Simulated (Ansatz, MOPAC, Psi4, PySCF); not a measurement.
System: HSiO, net charge 0, doublet state. SMILES: O=[SiH]
Geometry from a B3LYP-D3(BJ)/def2-TZVP (Ansatz, a quantum-chemistry and plane-wave program) optimisation:
```xyz
3

Si    -0.0147    -0.5041    -0.0112
O     -0.1485     1.0191     0.0164
H      1.3936    -1.0954     0.0249
```
Charge 0, spin multiplicity 2.

Property: vertical electron affinity to the singlet, in eV. Conventions: dispersion terms only where a functional's name holds one; six Cartesian d functions in 6-31G* and its kin unless marked 5d; open shells spin-unrestricted; each state is the SCF solution reached for its charge and spin; valence correlation only; no spin-orbit coupling; 6-311+G** with 5d, 6d on Na to Ar in Ansatz; non-relativistic. Ab initio and DFT rows: single points at B3LYP-D3(BJ) geometries (Ansatz). Semi-empirical rows: differences of heats of formation at the shared geometry for vertical values. Anions need diffuse functions, which STO-3G, LANL2DZ, def2-SVP, cc-pVDZ and Pople sets without + lack. A UHF reference is markedly spin-contaminated in at least one set, which strains HF and MP2.

```
level               program  vertical electron affinity to the singlet (eV)
------------------  -------  ----------------------------------------------
PM6                   MOPAC                                            1.96
HF/6-31G*            Ansatz                                            0.60
HF/6-311+G**         Ansatz                                            1.03
PBE/6-31G*           Ansatz                                            1.05
PBE/6-311+G**        Ansatz                                            1.61
B3LYP/STO-3G         Ansatz                                           -4.48
B3LYP/3-21G          Ansatz                                            0.91
B3LYP/6-31G*         Ansatz                                            1.21
B3LYP/6-311+G**      Ansatz                                            1.78
M06-2X/6-31G* (5d)    PySCF                                            1.29
wB97X-D/6-31G*         Psi4                                            1.28
MP2/6-31G*           Ansatz                                            0.79
MP2/6-311+G**        Ansatz                                            1.40
PBE/def2-TZVPD       Ansatz                                            1.59
wB97M-V/def2-TZVPD   Ansatz                                            1.79
wB97X-V/def2-TZVPD   Ansatz                                            1.75
```

No value to compare with is used here. The 13 habitual levels span -4.48 (B3LYP/STO-3G) to 1.96 eV (PM6); PBE/def2-TZVPD gives 1.59.

The levels are drawn from those run, B3LYP/6-31G* more often than the rest, none by its result; runs whose electronic state is in doubt are left out.
